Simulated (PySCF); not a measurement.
Mg(I)(SeH) (HIMgSe), SMILES [Mg]([SeH])[I].

Geometry optimised at PBE0-D3(BJ)/def2-SVP. The def2 effective core potentials stand for the cores of I; spin–orbit coupling is left out. One conformer was computed; it need not be the lowest.

Computed with TDA-CAM-B3LYP/def2-SVPD run with PySCF 2.14.0.

Vertical excitations.  State labels are in the subgroup Cs.

```csv
state,symmetry,energy (eV),λ (nm),f,main pairs
S1,A",4.27,290,0.030,HOMO→LUMO 97 %
S2,A',4.96,250,0.037,HOMO−1→LUMO 95 %
S3,A",4.98,249,0.054,HOMO−2→LUMO 95 %
S4,A",5.10,243,0.000,HOMO→LUMO+1 83 %
S5,A',5.50,225,0.086,"HOMO−3→LUMO 52 %, HOMO→LUMO+2 43 %"
S6,A",5.68,218,0.004,"HOMO→LUMO+3 46 %, HOMO→LUMO+4 24 %, HOMO→LUMO+1 11 %, HOMO→LUMO+7 7 %"
S7,A",5.88,211,0.000,HOMO−2→LUMO+1 93 %
S8,A',5.95,208,0.030,"HOMO−1→LUMO+1 65 %, HOMO−2→LUMO+2 10 %, HOMO→LUMO+2 10 %"
S9,A',6.14,202,0.279,"HOMO−3→LUMO+1 27 %, HOMO→LUMO+2 19 %, HOMO−2→LUMO+2 19 %, HOMO−3→LUMO 17 %"
S10,A",6.14,202,0.000,HOMO−1→LUMO+2 93 %
T1,A",3.97,313,0,HOMO→LUMO 94 %
T2,A',4.69,264,0,HOMO−1→LUMO 93 %
T3,A",4.69,264,0,HOMO−2→LUMO 92 %
T4,A',4.85,256,0,HOMO−3→LUMO 88 %
```
Triplets are in the Tamm–Dancoff approximation.
